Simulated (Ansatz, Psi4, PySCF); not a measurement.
ClLi, charge +1, doublet, at a GFN2-xTB geometry (such geometries of metal compounds can be far from the true shape) (a state made from the parent by changing its charge; the spin is typed, not shown lowest). Base run: CAMB3LYP/6-31G** in PySCF.

Input for PySCF:
```python
from pyscf import gto, scf, dft

mol = gto.M(
    atom='''
Li   -0.00000000   -0.00000000   -1.95078436
Cl    0.00000000    0.00000000    0.34425606
''',
    basis='6-31g**',
    charge=1,
    spin=1,
    verbose=3,
)

mf = dft.UKS(mol)
mf.xc = 'camb3lyp'
mf.kernel()
```

The same geometry, method and basis name were run in Ansatz (a first-principles code) and Psi4 and PySCF, at each program's defaults and at the settings that a row names. The base is PySCF at its defaults. Differences at the defaults can come from grids, fitting, cores and function types together.

| code and settings | ΔE vs base (µEh) | basis functions | E (Eh) | SCF cycles |
|---|---|---|---|---|
| PySCF, defaults (exact integrals, its default grid, spherical functions) | 0.0 | 32 | -467.41420 | 8 |
| Psi4, defaults (density fitting with its default set, its default grid, Cartesian functions) | -3349 | 34 | -467.41755 | 6 |
| Ansatz, defaults (factorised integrals, its default grid, Cartesian functions) | -3348 | 34 | -467.41755 | - |
| PySCF, density fitting with def2-universal-jkfit | -10.3 | 32 | -467.41421 | 8 |
| PySCF, fine grid | -2.6 | 32 | -467.41420 | 8 |
| Psi4, exact integrals, spherical functions, fine grid | -2.6 | 32 | -467.41420 | 9 |
| Ansatz, high accuracy, Cartesian functions as the basis file defines them | -3348 | 34 | -467.41755 | - |

Open shells are given as the SCF converged; they aren't shown to be the lowest states, and a large step between rows can be another state.
